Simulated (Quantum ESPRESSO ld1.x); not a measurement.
Problem. In35+, 14 electrons, occupied as [Ne] 3s2 3p1 4s1 (not the ground configuration). All-electron calculation, scalar-relativistic Kohn-Sham, BLYP, spin-unpolarised, spherical densities, point nucleus. Program: ld1.x of Quantum ESPRESSO 7.5. Some entries of the table are withheld. Estimate them.

orbital  occ.  eigenvalue (hartree)  <r^2> (bohr^2)  r(max) (bohr)
1s          2            -1096.4717             (1)          0.019
2s          2                   (2)         0.01883          0.108
2p          6                   (3)         0.01475          0.086
3s          2              -88.1889          0.1077            (4)
3p          1              -83.5331          0.1023            (5)
4s          1              -46.3755             (6)          0.583

Solution. 
(1) 1s <r^2> (bohr^2): 0.001193
(2) 2s eigenvalue (hartree): -225.3372
(3) 2p eigenvalue (hartree): -210.4994
(4) 3s r(max) (bohr): 0.291
(5) 3p r(max) (bohr): 0.279
(6) 4s <r^2> (bohr^2): 0.3734
